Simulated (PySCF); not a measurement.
How ionic is MF along the alkali metals?

r²SCAN in PySCF with def2-SVPD on every atom (core potentials on Rb, Cs), for the lowest determinant that a PBE0 search found; no spin–orbit coupling. A negative dipole means M(+)F(−).

```
 M  state (unpaired electrons)  Re (Å)  μ (D)
Li      singlet (closed shell)   1.589  -6.40
Na      singlet (closed shell)   1.943  -8.27
 K      singlet (closed shell)   2.229  -9.08
Rb      singlet (closed shell)   2.364  -9.27
Cs      singlet (closed shell)   2.459  -8.74
```

Give the ionic character |μ|/(e·Re) of each, with 1 e·Å = 4.803 D, and the positive end.

LiF 84 % (Li positive), NaF 89 % (Na positive), KF 85 % (K positive), RbF 82 % (Rb positive), CsF 74 % (Cs positive). Lone pairs and polarisation enter μ too, so this number is only a rough measure of charge transfer.

Spin–orbit coupling is left out.
